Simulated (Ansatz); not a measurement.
KH2. The state is a doublet with charge 0. Geometry B3LYP-D4/def2-TZVPD, that of the charge -1 singlet.

```csv
atom,x (Å),y (Å),z (Å)
K1,0.003,0.002,-0.004
H2,1.298,1.294,1.726
H3,-1.301,-1.296,-1.723
```

The structure comes from a short search, and lower isomers may exist.

Task: Estimate the α-spin orbital energies around the gap (eV) in Ansatz with PBE-D4/def2-TZVPD, r2SCAN-D4/def2-TZVPD, PBE0-D4/def2-TZVPD.

Result: 
```
orbital  PBE-D4/def2-TZVPD  r2SCAN-D4/def2-TZVPD  PBE0-D4/def2-TZVPD
 HOMO−5             -34.95                -36.37              -38.34
 HOMO−4             -18.82                -19.48              -20.84
 HOMO−3             -18.82                -19.48              -20.84
 HOMO−2             -18.63                -19.25              -20.69
 HOMO−1              -5.95                 -6.39               -7.42
   HOMO              -5.61                 -6.08               -7.08
   LUMO              -1.02                 -0.08               -0.49
 LUMO+1              -0.36                  0.53                0.01
 LUMO+2              -0.36                  0.53                0.01
 LUMO+3               0.48                  1.76                0.74
 LUMO+4               0.70                  1.81                1.09
 LUMO+5               1.10                  1.81                1.76
 β HOMO              -4.56                 -4.44               -4.87
 β LUMO              -4.11                 -3.96               -3.59
```
